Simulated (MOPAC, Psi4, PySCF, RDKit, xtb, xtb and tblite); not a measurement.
Two geometries of SMILES C#C[SiH2][SiH2]C#C (C4H6Si2), relaxed at GFN2-xTB with one dihedral held; other torsions can differ between them too.

Structure A

```
12

C      3.5341     0.1807     0.9151
C      2.4435     0.4337     0.4761
Si     0.7512     0.7827    -0.1849
Si    -0.7064    -0.8997     0.4522
C     -0.7883    -0.9977     2.2978
C     -0.8240    -1.0363     3.4992
H      4.4908    -0.0335     1.2981
H      0.9020     0.8859    -1.6458
H      0.3812     2.1135     0.3190
H     -0.3100    -2.2376    -0.0113
H     -2.0870    -0.6626    -0.0007
H     -0.8597    -1.0782     4.5504
```

Structure B

```
12

C     -3.5411     0.1815     0.8992
C     -2.4449     0.4273     0.4706
Si    -0.7443     0.7716    -0.1703
Si     0.7237    -0.8953     0.4850
C     -0.2012    -2.4281     0.9500
C     -0.8255    -3.4117     1.2477
H     -4.5035    -0.0278     1.2705
H     -0.8774     0.8923    -1.6305
H     -0.3767     2.0983     0.3506
H      1.6551    -1.2929    -0.5832
H      1.5299    -0.5347     1.6616
H     -1.3654    -4.2763     1.5100
```

Which is lower in energy at the level DF-MP2 (frozen core)/cc-pVTZ // GFN2-xTB (Psi4), and by how much?

A is lower, by 4.01 kJ/mol (dihedral C2–Si3–Si4–C5: 60° in A, 20° in B).

E(B) − E(A) in kJ/mol at the other levels, on the same two geometries: GFN2-xTB (xtb and tblite) 0.41; MMFF94 // GFN2-xTB (RDKit) 4.69; PBE0/def2-TZVP // GFN2-xTB (Psi4) 4.47; PBE0-D3(BJ)/def2-TZVP // GFN2-xTB (Psi4) 4.03; PBE/def2-TZVP // GFN2-xTB (Psi4) 4.39; PBE-D3(BJ)/def2-TZVP // GFN2-xTB (Psi4) 3.95; HF/cc-pVTZ // GFN2-xTB (Psi4) 5.32; UFF // GFN2-xTB (RDKit) 3.52; AM1, restricted, heats of formation // GFN2-xTB (MOPAC) 0.69; PM6, restricted, heats of formation // GFN2-xTB (MOPAC) 1.62; GFN1-xTB // GFN2-xTB (xtb) 0.90; restricted B3LYP/6-31G*, spherical d, density fitting // GFN2-xTB (PySCF) 4.50; restricted B3LYP/6-311+G**, spherical d, density fitting // GFN2-xTB (PySCF) 4.98; restricted LDA (SVWN5)/6-31G*, spherical d, density fitting // GFN2-xTB (PySCF) 3.82.

MMFF94 has few fitted parameters for silicon.
